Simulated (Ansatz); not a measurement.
Two isomers of C2H8FNSi: A = `C[SiH2]C(N)F`, B = `NCC[SiH2]F`.

Isolated molecules relaxed with PBE0-D4/def2-TZVP in Ansatz; ΔE leaves out vibrations. CCSD(T)/CBS adds triple-zeta CCSD(T) − MP2 to the extrapolated MP2 energy (def2 sets, frozen cores). DFT in def2-TZVPP. B3LYP here is the variant with VWN-RPA as its local correlation; programs differ in this. One conformer a species, not always the lowest.

Task: Which isomer does CCSD(T)/CBS put lower? Give the gap. (Best estimate.)

Result: Ansatz gave: B, by 161.7 kJ/mol.

Task: Give E(B) − E(A) in kJ/mol with B2PLYP, PBE-D4, B3LYP-D4, MP2/def2-TZVPP, HF/def2-TZVPP, ωB97M-V, PBE0-D4. (Estimate.)

Result: The calculation gave: B2PLYP -155.5, PBE-D4 -134.7, B3LYP-D4 -146.7, MP2/def2-TZVPP -167.2, HF/def2-TZVPP -168.8, ωB97M-V -149.7, PBE0-D4 -145.4. None reverses the order clearly.

Largest T1 diagnostic: 0.011.

From PBE to PBE0 (25 % exact exchange), in def2-TZVPP and without D4, E(B) − E(A) moves by −10.6 kJ/mol.
